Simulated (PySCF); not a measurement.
OS2, SMILES [O-][S+]=S.

The structure is a stationary point at PBE0-D3(BJ)/def2-TZVP.

Calculation: PySCF with r2SCAN/def2-TZVPD.

The molecule is in vacuum.

Computed frontier levels, gap, dipole moment and polarisability:
```json
{
 "highest_occupied_level": "-7.22 eV",
 "lowest_empty_level": "-4.79 eV",
 "orbital_gap": "2.43 eV",
 "dipole_moment": "0.280 e·Å",
 "quadrupole, principal values (traceless, Buckingham form, about the centre of nuclear charge)": "-4.73, 1.80, 2.93 D·Å",
 "mean_static_polarisability": "44.3 bohr³ (6.57 Å³)",
 "polarisability_principal_values": "31.2, 37.4, 64.5 bohr³"
}
```
